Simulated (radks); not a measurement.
Q: All-electron atom: Xe+ in [Kr] 4d10 5s2 5p5. All-electron calculation, Dirac Kohn-Sham, PBE, spin-unpolarised, spherical densities, point nucleus; open shells fill j = l - 1/2 first. Program: a radial shooting solver on a logarithmic mesh with Libxc functionals.

Spin-orbit splittings of the eigenvalues, e(l+1/2) - e(l-1/2), with zeta = 2 splitting/(2l+1) and mean radii in bohr:

shell  occ.  splitting (eV)  zeta (eV)  <r> j=l-1/2  <r> j=l+1/2
2p        6           324.6      216.4      0.09621       0.1020
3p        6           61.66      41.11       0.2962       0.3078
3d       10           13.03      5.212       0.2787       0.2824
4p        6           12.30      8.198       0.7458       0.7736
4d       10               ?          ?       0.8699       0.8807
5p        5           1.378     0.9188        2.127        2.221

Estimate the 4d splitting.

A: 1.987 eV (zeta = 0.7948 eV).
